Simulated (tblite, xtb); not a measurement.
BiI2 (SMILES [I][Bi][I]), doublet, at a GFN2-xTB geometry (such geometries of metal compounds can be far from the true shape) (the spin is typed, not shown lowest). Base run: GFN1-xTB (xtb).

Geometry (Å):
```xyz
3

Bi     0.8962     0.4444     0.2875
I     -1.0409     1.2133    -1.5813
I     -0.3626    -1.9093     1.1311
```
Charge 0, spin multiplicity 2.
All else is at xtb's defaults.
Base energy -10.15384 Eh.

Programs used: tblite, xtb; a row that names a program was run with it.

Variants of this job, named by their change:

| change | ΔE vs base (mEh) | dipole (D) | G_solv (kcal/mol) | SCF cycles |
|---|---|---|---|---|
| base | 0.000 | 4.73 | - | 11 |
| etemp = 1000 | 0.000 | 4.73 | - | 11 |
| etemp = 5000 | -5.462 | 4.61 | - | 10 |
| alpb = thf | -12.490 | 4.83 | -7.85 | 11 |
| program = tblite; method = gfn1; option = (--efield, 0,0,0.1) | -1.245 | - | - | - |
| etemp = 3000 | -0.530 | 4.70 | - | 11 |
| acc = 1000 | 0.000 | 4.73 | - | 7 |
| program = tblite; method = gfn1; option = --spin-polarized | -4.064 | - | - | - |
| acc = 30 | 0.000 | 4.73 | - | 8 |
| alpb = acetonitrile | -11.989 | 4.88 | -7.56 | 11 |
| program = tblite; method = gfn1; option = (--etemp, 2000) | -0.038 | - | - | - |
| gbsa = toluene | -12.299 | 5.00 | -7.83 | 11 |

ALPB and GBSA are two models with their own fitted parameters for each solvent, which aren't always the measured dielectric constant.
